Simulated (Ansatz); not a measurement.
```yaml
crystal:
  periodic: [false, false, false]
  atoms:
    - {symbol: Cl, position_ang: [-1.764703, 0.677124, -0.915667]}
    - {symbol: In, position_ang: [0.258423, 0.015086, 0.152962]}
    - {symbol: H, position_ang: [0.496603, -1.845616, -0.175314]}
    - {symbol: H, position_ang: [1.019186, 1.243650, 0.794367]}
basis:
  gaussian: {orbitals: def2-mTZVPP}
total_charge: 1
magnetization: {spin_polarized: true, initial_magnetization: 1}
hamiltonian: {xc: {name: HF}, dispersion: rvv10}
accuracy: high
```

```sh
$ ansatz run in.yaml --threads 4 --pin off --events-out ev --progress --plain --max-ram 10444MiB
```

Task: How does Ansatz answer? (Estimate.)

Result: Ansatz gave: The input was rejected before any iteration.
```
Error: inconsistent input (hamiltonian.dispersion, hamiltonian.xc): `dispersion: rvv10` has no transferable b for PBE exchange — Sabatini et al. (2013) fitted b=6.3 to rPW86, and the PBE refits of Peng & Perdew (2017) are task-dependent (b=6.6 S22 / b=10.0 layered). Use `xc: {exchange: rpw86, correlation: pbe}` for the original rVV10 or `xc: r2scan` for the r²SCAN+rVV10 pairing
```
